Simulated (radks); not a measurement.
Problem. The mean radii <r> (bohr) of the occupied orbitals of an atom or ion are listed with their occupations. Calculated with a radial shooting solver on a logarithmic mesh with Libxc functionals: Dirac Kohn-Sham, BLYP, spin-unpolarised, spherical densities, point nucleus.

orbital  occ.      <r>
1s1/2       2  0.01773
2s1/2       2  0.07424
2p1/2       2  0.06130
2p3/2       4  0.06949
3s1/2       2   0.1933
3p1/2       2   0.1835
3p3/2       4   0.1986
3d3/2       4   0.1734
3d5/2       6   0.1781
4s1/2       2   0.4317
4p1/2       2   0.4357
4p3/2       4   0.4693
4d3/2       4   0.4824
4d5/2       6   0.4937
5s1/2       2    1.001
5p1/2       2    1.090
4f5/2       6   0.5511
4f7/2       8   0.5591
5p3/2       3    1.187
5d3/2       4    1.658
5d5/2       2    1.722
6s1/2       2    2.810
6p1/2       1    3.820

Name the element and its charge. Open shells, if any, fill j = l - 1/2 first.

Solution. Z = 76, osmium, charge 0: Os in [Kr] 4d10 4f14 5s2 5p5 5d6 6s2 6p1. The 1s radius gives Z: for a bare nucleus <r> = (2 gamma + 1)/(2Z) with gamma = sqrt(1 - (Z/c)^2), 0.01753 bohr for Z = 76, and screening makes it slightly larger (0.01773 here). The occupations add up to 76, and the charge is Z minus that.
